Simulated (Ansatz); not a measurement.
Reaction (redistribution): `BO[SiH2]S` + `C[SiH2]S[SiH3]` → `BS[SiH2]C` + `[SiH3]O[SiH2]S`

Isolated molecules relaxed with PBE0-D4/def2-TZVP in Ansatz; ΔE leaves out vibrations. CBS: MP2 limit from def2 TZ/QZ plus the TZ coupled-cluster correction, frozen cores. DFT in def2-TZVPP. B3LYP here is the variant with VWN-RPA as its local correlation; programs differ in this. HSE06 is defined as in plane-wave codes. One conformer a species, not always the lowest.

| level | ΔE (kcal/mol) | difference from CCSD(T)/CBS |
| --- | --- | --- |
| PBE-D4 | 1.4 | 1.5 |
| revPBE-D4 | 1.3 | 1.4 |
| BLYP-D4 | 0.2 | 0.3 |
| r2SCAN-D4 | 0.1 | 0.2 |
| B97M-V | 0.0 | 0.1 |
| PBE0-D4 | 1.2 | 1.3 |
| B3LYP-D4 | 0.2 | 0.3 |
| r2SCANh-D4 | 0.1 | 0.2 |
| r2SCAN0-D4 | 0.2 | 0.3 |
| BHLYP-D4 | -0.1 | 0.0 |
| CAM-B3LYP-D4 | 0.0 | 0.1 |
| ωB97M-V | 0.7 | 0.8 |
| B2PLYP | -0.1 | 0.0 |
| PBE-QIDH | 0.5 | 0.6 |
| PBE | 1.4 | 1.5 |
| revPBE | 1.4 | 1.5 |
| BLYP | 0.3 | 0.4 |
| r2SCAN | 0.1 | 0.2 |
| PBE0 | 1.2 | 1.3 |
| B3LYP | 0.2 | 0.3 |
| r2SCANh | 0.2 | 0.3 |
| r2SCAN0 | 0.3 | 0.4 |
| HSE06 | 1.3 | 1.4 |
| BHLYP | -0.2 | -0.1 |
| CAM-B3LYP | 0.1 | 0.2 |
| LC-ωPBE | 1.1 | 1.2 |
| RPA@PBE/def2-TZVPP | -0.7 | -0.6 |
| HF/def2-SVP | 2.3 | 2.4 |
| MP2/def2-SVP | 2.5 | 2.6 |
| CCSD/def2-SVP | 2.4 | 2.5 |
| CCSD(T)/def2-SVP | 2.4 | 2.5 |
| HF/def2-TZVPP | -0.4 | -0.3 |
| MP2/def2-TZVPP | -0.3 | -0.2 |
| SCS-MP2/def2-TZVPP | -0.6 | -0.5 |
| CCSD(T)/def2-TZVPP | -0.3 | -0.2 |
| HF/def2-QZVPP | -0.6 | -0.5 |
| SCS-MP2/def2-QZVPP | -0.5 | -0.4 |
| HF/CBS(def2) | -0.6 | -0.5 |
| MP2/CBS(def2) | -0.1 | 0.0 |
| CCSD/CBS(def2) | -0.1 | 0.0 |
| CCSD(T)/CBS | -0.1 | 0 |

Largest T1 diagnostic among the species: 0.013.

At CCSD(T), def2-SVP lies +2.5 kcal/mol from the extrapolated value and def2-TZVPP −0.2 kcal/mol. Leaving LDA and LC-ωPBE aside and taking each functional with its dispersion term where it has one, the values spread over 1.5 kcal/mol, from B2PLYP to PBE-D4.
